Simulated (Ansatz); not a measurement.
Isolated molecules relaxed with PBE0-D4/def2-TZVP in Ansatz; ΔE leaves out vibrations. CCSD(T)/CBS adds triple-zeta CCSD(T) − MP2 to the extrapolated MP2 energy (def2 sets, frozen cores). This one scheme is used for every species. DFT in def2-TZVPP. One conformer a species, not always the lowest.

Reaction (cleavage of the B–Si bond): `B[SiH2]F` + `O[SiH]([SiH3])Cl` → `BO[SiH]([SiH3])Cl` + `F[SiH3]`

`B[SiH2]F`:

```xyz
7

B    -1.134    0.340   -0.220
Si    0.750   -0.223    0.144
F     1.839    0.905   -0.206
H    -1.441    1.410   -0.652
H    -2.010   -0.442    0.010
H     1.086   -1.430   -0.663
H     0.909   -0.561    1.587
```

`O[SiH]([SiH3])Cl`:

Cartesian coordinates in Å:
```
O -0.897 1.549 -0.724
Si -0.424 0.568 0.501
Si 0.944 -1.086 -0.418
Cl -2.061 -0.341 1.379
H -1.471 2.290 -0.519
H 0.206 1.349 1.597
H 2.143 -0.474 -1.051
H 0.180 -1.854 -1.434
H 1.381 -2.000 0.670
```

`BO[SiH]([SiH3])Cl`:

```xyz
11

B     1.965    1.429    0.411
O     1.214    0.387   -0.010
Si   -0.353    0.325   -0.535
Si   -1.348   -1.620    0.294
Cl   -0.334    0.232   -2.588
H     3.096    1.209    0.737
H     1.487    2.531    0.456
H    -1.040    1.587   -0.165
H    -1.334   -1.596    1.781
H    -0.597   -2.804   -0.196
H    -2.753   -1.680   -0.184
```

`F[SiH3]`:

```xyz
5

F    -0.948   -0.140    1.231
Si    0.025    0.004   -0.032
H    -0.161    1.355   -0.611
H    -0.336   -1.041   -1.019
H     1.420   -0.177    0.432
```

```tsv
level	ΔE (kJ/mol)
r2SCAN-D4	-155.2
PBE0-D4	-150.0
ωB97X-V	-155.9
r2SCAN	-154.6
MP2/def2-TZVPP	-167.4
SCS-MP2/def2-TZVPP	-167.8
CCSD(T)/def2-TZVPP	-160.9
HF/def2-QZVPP	-169.7
```

Task: What does CCSD(T)/CBS give? (An estimate is asked.)

Result: Computed: -158.5 kJ/mol. The listed levels differ from it by 3.3, 8.5, 2.6, 3.9, -8.9, -9.3, -2.4, -11.2 kJ/mol.

Largest T1 diagnostic among the species: 0.013.

From PBE to PBE0 (25 % exact exchange), in def2-TZVPP and without D4, ΔE moves by −3.1 kJ/mol.
